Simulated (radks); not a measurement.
Values are calculated unless marked as measured or tabulated.
Removal energies from the calcium ion Ca4+, [Ne] 3s2 3p4, by Delta-SCF beside the eigenvalue of the level emptied. Level of theory: scalar-relativistic Kohn-Sham, BLYP, spin-polarised, spherical densities, finite nucleus; Fermi nuclear charge, rms radius of each element as measured or else 0.836 A^(1/3) + 0.57 fm (a radial shooting solver on a logarithmic mesh with Libxc functionals). Open shells are filled with parallel spins first.

removed from,final configuration,Delta-SCF (eV),-eigenvalue (eV)
3p,[Ne] 3s2 3p3,84.108,75.483
3s,[Ne] 3s1 3p4,104.44,95.466
2p,[He] 2s2 2p5 3s2 3p4,418.88,392.32
2s,[He] 2s1 2p6 3s2 3p4,495.23,471.59
